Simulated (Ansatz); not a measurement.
These are frozen-core CCSD(T)/def2-TZVPP // B3LYP-D3(BJ)/def2-TZVP in Ansatz (an electronic-structure program) values and carry that method's errors.

Ansatz 0.2 input:
```yaml
crystal:
  periodic: [false, false, false]
  atoms:
    - { symbol: Sn, position_ang: [-0.000091, 0.00003, 0.000054] }
    - { symbol: H, position_ang: [1.262262, -1.15084, -0.034204] }
    - { symbol: H, position_ang: [0.642112, 1.558249, -0.280559] }
    - { symbol: H, position_ang: [-1.143266, -0.371857, -1.214046] }
    - { symbol: H, position_ang: [-0.761553, -0.03541, 1.52915] }
basis:
  gaussian: { orbitals: def2-TZVPP }
correlation:
  method: ccsd_t
```

Output:

```
Functional definition: HF
758 factors; integrals over basis functions are off by at most 1.1e-3 eV
mean field evaluation 1: about -5867.4791 eV, gradient 9.6e0 eV
mean field evaluation 2: about -5867.4834 eV, gradient 9.6e0 eV
mean field evaluation 4: about -5867.9779 eV, gradient 1.3e0 eV
mean field evaluation 8: about -5867.9812 eV, gradient 1.8e-4 eV
mean field -5867.98118809 eV, -215.6443312017 hartree, gradient 1.6e-6 eV, S^2 0.000000; 0 other end points of the search recorded, 0 dependent functions left out
4 core orbitals not correlated
reference -5867.98118809 eV, -215.6443312017 hartree; 9, 9 occupied and 93, 93 virtual orbitals, 758 factors
second order -9.53929832 eV of doubles, -0.00000000 eV of singles
cycle   1  -9.67524077 eV  change   -1.4e-1 eV  update   7.7e-2
cycle   2  -9.99601131 eV  change   -3.2e-1 eV  update   2.4e-2
cycle   3  -10.02349322 eV  change   -2.7e-2 eV  update   9.2e-3
cycle   4  -10.01840496 eV  change    5.1e-3 eV  update   2.3e-3
cycle   5  -10.01824770 eV  change    1.6e-4 eV  update   5.9e-4
cycle   6  -10.01809854 eV  change    1.5e-4 eV  update   1.7e-4
cycle   7  -10.01807400 eV  change    2.5e-5 eV  update   3.6e-5
cycle   8  -10.01808659 eV  change   -1.3e-5 eV  update   9.1e-6
perturbative correction -0.23063758 eV, -0.0084757748 hartree
Total energy: -5878.22991226 eV, -216.0209648681 hartree
```

Cost: around 8 core-seconds (rough).
